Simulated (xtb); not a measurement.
GeI4, singlet, at a GFN2-xTB geometry of the parent state; GFN1-xTB (xtb).

Input for xtb:
```
$ xtb mol.xyz --gfn 1 --chrg 0 --uhf 0 --json

# file mol.xyz
5

I     -0.64226172     2.80508033    -0.74452314
Ge    -0.26333692     0.04304399    -0.11471791
I     -1.70071416    -2.42210698    -0.27615139
I      0.47122681     0.12487011     2.45849719
I      2.03074494    -0.53383228    -1.36855901
```

Output, abridged:

```
   ID    Z sym.   atoms
    1   53 I      1, 3-5
    2   32 Ge     2

           -------------------------------------------------
          |                Calculation Setup                |
           -------------------------------------------------

           -------------------------------------------------
          |                 G F N 1 - x T B                 |
           -------------------------------------------------

          ...................................................
          :                      SETUP                      :
          :.................................................:
          :  # basis functions                  50          :
          :  # atomic orbitals                  45          :
          :  # shells                           15          :
          :  # electrons                        32          :
          :  # halogen bonds                     0          :
          :  max. iterations                   250          :
          :  Hamiltonian                  GFN1-xTB          :
          :  restarted?                      false          :
          :  GBSA solvation                  false          :
          :  PC potential                    false          :
          :  electronic temp.          300.0000000     K    :
          :  accuracy                    1.0000000          :
          :  -> integral cutoff          0.2500000E+02      :
          :  -> integral neglect         0.1000000E-07      :
          :  -> SCF convergence          0.1000000E-05 Eh   :
          :  -> wf. convergence          0.2000000E-04 e    :
          :  Broyden damping             0.4000000          :
          :  net charge                          0          :
          :  unpaired electrons                  0          :
          ...................................................

 iter      E             dE          RMSdq      gap      omega  full diag
   1    -17.2225713 -0.172226E+02  0.730E+00    1.64       0.0  T
   2    -14.9243406  0.229823E+01  0.106E+01    4.70       1.0  T
   3    -17.6496459 -0.272531E+01  0.186E+00    2.09       1.0  T
   4    -17.6433625  0.628337E-02  0.954E-01    2.06       1.0  T
   5    -17.6484537 -0.509112E-02  0.496E-01    2.09       1.0  T
   6    -17.6499055 -0.145181E-02  0.308E-01    2.11       1.0  T
   7    -17.6508015 -0.896080E-03  0.121E-02    2.14       3.7  T
   8    -17.6508009  0.671141E-06  0.154E-02    2.14       2.9  T
   9    -17.6508028 -0.188790E-05  0.761E-03    2.14       5.9  T
  10    -17.6508036 -0.823857E-06  0.263E-04    2.14     170.1  T
  11    -17.6508036 -0.952010E-09  0.125E-06    2.14   35656.6  T
  12    -17.6508036  0.117240E-12  0.323E-06    2.14   13857.2  T

   *** convergence criteria satisfied after 12 iterations ***

         :::::::::::::::::::::::::::::::::::::::::::::::::::::
         ::                     SUMMARY                     ::
         :::::::::::::::::::::::::::::::::::::::::::::::::::::
         :: total energy             -17.648002723029 Eh    ::
         :: gradient norm              0.088090040130 Eh/a0 ::
         :: HOMO-LUMO gap              2.139478573066 eV    ::
         ::.................................................::
         :: SCC energy               -17.650803591380 Eh    ::
         :: -> electrostatic           0.004144988790 Eh    ::
         :: repulsion energy           0.007257447970 Eh    ::
         :: dispersion energy         -0.004456579618 Eh    ::
         :: halogen bond corr.         0.000000000000 Eh    ::
         :: add. restraining           0.000000000000 Eh    ::
         :: total charge               0.000000000000 e     ::
         :::::::::::::::::::::::::::::::::::::::::::::::::::::

           -------------------------------------------------
          |                Property Printout                |
           -------------------------------------------------

    * Orbital Energies and Occupations

         #    Occupation            Energy/Eh            Energy/eV
      -------------------------------------------------------------
         1        2.0000           -0.8647336             -23.5306
       ...           ...                  ...                  ...
         4        2.0000           -0.8591292             -23.3781
         5        2.0000           -0.5352625             -14.5652
         6        2.0000           -0.4456342             -12.1263
         7        2.0000           -0.4436639             -12.0727
         8        2.0000           -0.4377267             -11.9111
         9        2.0000           -0.4264307             -11.6038
        10        2.0000           -0.4207369             -11.4488
        11        2.0000           -0.4159768             -11.3193
        12        2.0000           -0.4035033             -10.9799
        13        2.0000           -0.4022273             -10.9452
        14        2.0000           -0.4007106             -10.9039
        15        2.0000           -0.3999784             -10.8840
        16        2.0000           -0.3997295             -10.8772 (HOMO)
        17                         -0.3211051              -8.7377 (LUMO)
        18                         -0.2040028              -5.5512
        19                         -0.1958732              -5.3300
        20                         -0.1937568              -5.2724
        21                         -0.0749784              -2.0403
        22                         -0.0746970              -2.0326
        23                         -0.0724736              -1.9721
        24                         -0.0673705              -1.8332
        25                         -0.0658985              -1.7932
        26                         -0.0584563              -1.5907
        27                         -0.0542999              -1.4776
       ...                                ...                  ...
        45                          0.4349639              11.8360
      -------------------------------------------------------------
                  HL-Gap            0.0786244 Eh            2.1395 eV
             Fermi-level           -0.3604173 Eh           -9.8075 eV

  Mulliken/CM5 charges         n(s)   n(p)   n(d)
     1I    -0.08050 -0.06439   2.036  5.055 -0.010
     2Ge    0.29963  0.21696   1.379  1.568  0.753
     3I    -0.08050 -0.06439   2.036  5.055 -0.010
     4I    -0.06931 -0.04410   2.036  5.043 -0.010
     5I    -0.06931 -0.04410   2.036  5.043 -0.010

Wiberg/Mayer (AO) data.
largest (>0.10) Wiberg bond orders for each atom

 ---------------------------------------------------------------------------
     #   Z sym  total        # sym  WBO       # sym  WBO       # sym  WBO
 ---------------------------------------------------------------------------
     1  53 I    1.220 --     2 Ge   1.075
     2  32 Ge   4.454 --     5 I    1.152     4 I    1.152     1 I    1.075
                             3 I    1.075
     3  53 I    1.220 --     2 Ge   1.075
     4  53 I    1.349 --     2 Ge   1.152
     5  53 I    1.349 --     2 Ge   1.152
 ---------------------------------------------------------------------------

Topologies differ in total number of bonds
Writing topology from bond orders to xtbtopo.mol

 dipole moment from electron density (au)
     X       Y       Z
  -0.4192   0.0685  -0.1826  total (Debye):    1.175

           -------------------------------------------------
          | TOTAL ENERGY              -17.648002723029 Eh   |
          | GRADIENT NORM               0.088090040130 Eh/α |
          | HOMO-LUMO GAP               2.139478573066 eV   |
           -------------------------------------------------

normal termination of xtb
```
